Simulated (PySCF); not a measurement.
Si(H)(SiH3) (H4Si2), SMILES [SiH][SiH3] (connectivity only; charge and spin as stated), neutral, multiplicity 1.

Coordinates come from a PBE0-D3(BJ)/def2-TZVP optimisation. The isomer is the one that the SMILES or the coordinates give; other isomers of the formula were not compared.

All values below come from SMD-B3LYP/6-31G* in PySCF.

Solvation free energies are E(SMD) − E(gas) at the gas-phase geometry, for 1 M in both phases. In vacuum the dipole moment is 0.31 D.

### Question
Rank water, acetone, chlorobenzene by solvation free energy, most negative first.

### Answer
acetone (-2.2 kcal/mol), chlorobenzene (-1.9 kcal/mol), water (0.3 kcal/mol)
